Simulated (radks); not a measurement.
Spherical quantum dot in the effective-mass picture: electrons in a well V = -V0 / (1 + exp((r - R)/a)) with V0 = 14, R = 2.25, a = 0.27, with a point charge +1 (a donor) at the centre, all in effective atomic units (hartree* = m*/eps^2 hartree, bohr* = eps/m* bohr), one dielectric constant everywhere. Calculated with a radial shooting solver with Libxc functionals: non-relativistic Kohn-Sham, LDA (Slater exchange, Perdew-Wang correlation), spin-polarised, spherical densities. Levels are named by radial order and angular momentum (1s, 1p, 1d, 2s, ...), and open shells are averaged over m. Results are scaled to m* = 0.054 and eps = 17.9, for which hartree* = 4.586 meV and bohr* = 17.54 nm. Each electron was tried in the lowest free levels, single moves between levels near the top were tried too, and the lowest total energy was kept; such a search can miss a lower state. The series stops at N = 17: beyond it a trial failed or the search could not be trusted, so later rows were left out. At N = 1 the Hartree and exchange-correlation terms need not cancel, so that row can carry a self-interaction error.

\begin{tabular}{lrrrrrr}
N & open shells & 2S & E (meV) & mu = E(N) - E(N-1) (meV) & addition energy mu(N+1) - mu(N) (meV) & e(HOMO) (meV) \\ \hline
1 & 1s(up 1, down 0) & 1 & -64.0410 & -64.041 & 4.363 & -62.345 \\
2 & none & 0 & -123.719 & -59.678 & 9.772 & -58.044 \\
3 & 1p(up 1, down 0) & 1 & -173.626 & -49.906 & 2.766 & -48.542 \\
4 & 1p(up 2, down 0) & 2 & -220.766 & -47.140 & 2.827 & -45.730 \\
5 & 1p(up 3, down 0) & 3 & -265.078 & -44.313 & 3.611 & -42.895 \\
6 & 1p(up 3, down 1) & 2 & -305.781 & -40.702 & 2.649 & -39.391 \\
7 & 1p(up 3, down 2) & 1 & -343.834 & -38.053 & 2.694 & -36.709 \\
8 & none & 0 & -379.193 & -35.359 & 8.367 & -34.008 \\
9 & 1d(up 1, down 0) & 1 & -406.185 & -26.992 & 2.474 & -25.756 \\
10 & 1d(up 2, down 0) & 2 & -430.703 & -24.518 & 2.478 & -23.279 \\
11 & 1d(up 3, down 0) & 3 & -452.743 & -22.040 & 2.475 & -20.802 \\
12 & 1d(up 4, down 0) & 4 & -472.308 & -19.565 & 2.469 & -18.329 \\
13 & 1d(up 5, down 0) & 5 & -489.404 & -17.096 & 3.130 & -15.864 \\
14 & 1d(up 5, down 1) & 4 & -503.370 & -13.966 & 2.378 & -12.778 \\
15 & 1d(up 5, down 2) & 3 & -514.957 & -11.588 & 2.382 & -10.397 \\
16 & 1d(up 5, down 3) & 2 & -524.164 & -9.2061 & 2.380 & -8.0155 \\
17 & 1d(up 5, down 4) & 1 & -530.990 & -6.8261 & - & -5.6376 \\
\end{tabular}

All shells are closed at N = 2, 8 (there: 1s2 1p6); the second difference of the energy has clear peaks (12 % above both neighbours; the first and last values, which can be the largest, are not judged, and half-filled shells can peak too) at N = 2, 5, 8, 13.
